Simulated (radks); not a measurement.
Results of a calculation; reference values are marked as such.
Spherical quantum dot in the effective-mass picture: electrons in a hard-walled sphere of radius 7.51, with a point charge +2 (a donor) at the centre, all in effective atomic units (hartree* = m*/eps^2 hartree, bohr* = eps/m* bohr), one dielectric constant everywhere. Level of theory: non-relativistic Kohn-Sham, LDA (Slater exchange, Perdew-Wang correlation), spin-polarised, spherical densities (a radial shooting solver with Libxc functionals). Levels are named by radial order and angular momentum (1s, 1p, 1d, 2s, ...), and open shells are averaged over m. Each electron was tried in the lowest free levels, single moves between levels near the top were tried too, and the lowest total energy was kept; such a search can miss a lower state. At N = 1 the Hartree and exchange-correlation terms need not cancel, so that row can carry a self-interaction error.

N                         open shells  2S  mu = E(N) - E(N-1) (hartree*)  addition energy mu(N+1) - mu(N) (hartree*)  e(HOMO) (hartree*)  rms radius (bohr*)
1                    1s(up 1, down 0)   1                        -1.9418                                       1.049             -1.5105              0.8943
2                                none   0                       -0.89269                                       1.015            -0.57024               1.134
3                    2s(up 1, down 0)   1                        0.12191                                      0.1764             0.19479               2.783
4                                none   0                        0.29830                                      0.1990             0.37641               3.415
5                    1p(up 1, down 0)   1                        0.49727                                      0.1599             0.57932               3.798
6   1p(up 3, down 0) 2s(up 1, down 0)   4                        0.65713                                      0.1737             0.73480               4.068
7                    1p(up 3, down 0)   3                        0.83082                                      0.1925             0.90836               4.275
8                    1p(up 3, down 1)   2                         1.0233                                      0.1574              1.1017               4.441
9                    1p(up 3, down 2)   1                         1.1807                                      0.1586              1.2599               4.577
10                               none   0                         1.3392                                      0.2419              1.4186               4.691
11                   1d(up 1, down 0)   1                         1.5811                                      0.1550              1.6585               4.803
12                   1d(up 2, down 0)   2                         1.7360                                      0.1553              1.8137               4.897
13                   1d(up 3, down 0)   3                         1.8913                                      0.1554              1.9690               4.978
14                   1d(up 4, down 0)   4                         2.0468                                      0.1554              2.1245               5.049
15                   1d(up 5, down 0)   5                         2.2022                                      0.1898              2.2799               5.112
16                   1d(up 5, down 1)   4                         2.3920                                      0.1525              2.4681               5.169
17                   1d(up 5, down 2)   3                         2.5445                                      0.1529              2.6209               5.220
18                   1d(up 5, down 3)   2                         2.6974                                      0.1531              2.7739               5.266
19                   1d(up 5, down 4)   1                         2.8505                                      0.1532              2.9271               5.309
20                               none   0                         3.0037                                      0.2539              3.0803               5.348
21                   1f(up 1, down 0)   1                         3.2576                                      0.1516              3.3334               5.388
22                   1f(up 2, down 0)   2                         3.4092                                      0.1517              3.4850               5.424
23                   1f(up 3, down 0)   3                         3.5608                                      0.1517              3.6367               5.458
24                   1f(up 4, down 0)   4                         3.7125                                      0.1517              3.7884               5.489
25                   1f(up 5, down 0)   5                         3.8642                                      0.1517              3.9401               5.519
26                   1f(up 6, down 0)   6                         4.0159                                      0.1516              4.0917               5.546
27                   1f(up 7, down 0)   7                         4.1675                                      0.1859              4.2433               5.572
28                   1f(up 7, down 1)   6                         4.3534                                      0.1500              4.4284               5.596
29                   1f(up 7, down 2)   5                         4.5034                                      0.1501              4.5785               5.619
30                   1f(up 7, down 3)   4                         4.6535                                      0.1502              4.7286               5.641
31                   1f(up 7, down 4)   3                         4.8037                                      0.1502              4.8788               5.662
32                   1f(up 7, down 5)   2                         4.9540                                      0.1503              5.0291               5.681
33                   1f(up 7, down 6)   1                         5.1042                                      0.1503              5.1794               5.700
34                               none   0                         5.2545                                      0.2701              5.3296               5.718
35                   1g(up 1, down 0)   1                         5.5245                                      0.1493              5.5992               5.736
36                   1g(up 2, down 0)   2                         5.6738                                      0.1493              5.7485               5.754
37                   1g(up 3, down 0)   3                         5.8231                                      0.1493              5.8978               5.770
38                   1g(up 4, down 0)   4                         5.9724                                      0.1493              6.0471               5.786
39                   1g(up 5, down 0)   5                         6.1217                                      0.1493              6.1963               5.802
40                   1g(up 6, down 0)   6                         6.2710                                      0.1492              6.3456               5.816
41                   1g(up 7, down 0)   7                         6.4202                                           -              6.4948               5.831

All shells are closed at N = 2, 4, 10, 20, 34 (there: 1s2 1p6 1d10 2s2 1f14); the second difference of the energy has clear peaks (12 % above both neighbours; the first and last values, which can be the largest, are not judged, and half-filled shells can peak too) at N = 4, 10, 15, 20, 27, 34.
